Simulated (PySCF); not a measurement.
Isomers of C2H4OS. Gas-phase values, no solvent. One relaxed conformer stands for each flexible species; it need not be the lowest. Strings in code marks are SMILES.

All values below come from r2SCAN-D4/def2-TZVP run with PySCF. All candidates: neutral, multiplicity 1. Excitations are Tamm–Dancoff values on a coarser integration grid. The basis has no diffuse functions, so Rydberg states are missing or too high.

* **HOMO–LUMO gap**: 4.66 eV
* **S1 excitation (TDA)**: 4.84 eV
* **brightest of the four lowest singlets (TDA)**: 6.09 eV

Name which member has these values.
(A) `CC(=O)S` (O–C–S–H torsion 0°)
(B) `CC(O)=S` (S–C–O–H torsion 0°)
(C) `O/C=C/S` (H–O–C–C torsion -180°, C–C–S–H torsion 0°)
(D) `COC=S` (C–O–C–S torsion 0°)

C, `O/C=C/S` (H–O–C–C torsion -180°, C–C–S–H torsion 0°). The others give `COC=S` (C–O–C–S torsion 0°): 3.48 eV, 3.62 eV, 6.29 eV; `CC(=O)S` (O–C–S–H torsion 0°): 4.98 eV, 5.09 eV, 6.58 eV; `CC(O)=S` (S–C–O–H torsion 0°): 3.51 eV, 3.64 eV, 6.84 eV
